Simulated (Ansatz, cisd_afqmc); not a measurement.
System: BHF₂, charge 0, singlet. BHF2 (difluoroborane, SMILES FBF).
B3LYP-D3(BJ)/def2-TZVP minimum from Ansatz (a program for electronic structure):
```xyz
4

B     -0.2503    -0.3737     0.0914
H     -0.8975    -1.3400     0.3279
F      0.9022    -0.1653     0.6953
F     -0.6634     0.5218    -0.7826
```

Atomisation energy term by term, kcal/mol (programs: Ansatz, cisd_afqmc). Radicals and triplets start from unrestricted determinants; spin-orbit coupling is neglected. Cores are frozen in correlated methods. Rows without X2C or -DK are non-relativistic. The Monte Carlo rows (phaseless AFQMC, CISD trial, step 0.005/hartree) carry one-sigma bars that omit the constraint's bias. Outlying blocks are dropped, and bars are widened where a walk drifts. Over all cases where full CI ran beside it in this data, AFQMC minus full CI had a median of +0.1 mEh and passed +0.4 mEh in a tenth of the cases. CBS(X,Y): correlation extrapolated as X^-3, Hartree-Fock from the larger set (Q,5: extrapolated as (X+1)exp(-9√X)). A bracket is a step between two methods taken in the basis named. 'core' is core correlation in cc-pwCVTZ, 'X2C' scalar relativity in cc-pVTZ-DK, both at CCSD(T). For partners of very few electrons the exact lower level stands in for a higher one.

| term | basis | kcal/mol |
|---|---|---|
| Hartree-Fock | CBS(cc-pVQZ,cc-pV5Z) | 321.00 |
| CCSD correlation | CBS(cc-pVQZ,cc-pV5Z) | 82.11 |
| (T) | CBS(cc-pVQZ,cc-pV5Z) | 6.29 |
| CCSDT(Q) - CCSD(T) | cc-pVDZ | 0.38 |
| core correlation | cc-pwCVTZ | 1.46 |
| scalar relativity | X2C, cc-pVTZ-DK | -0.47 |
| sum: De |  | 410.8 |

The step beyond CCSD(T) by other levels: AFQMC/CISD in cc-pVDZ 0.21 ± 0.34 kcal/mol.
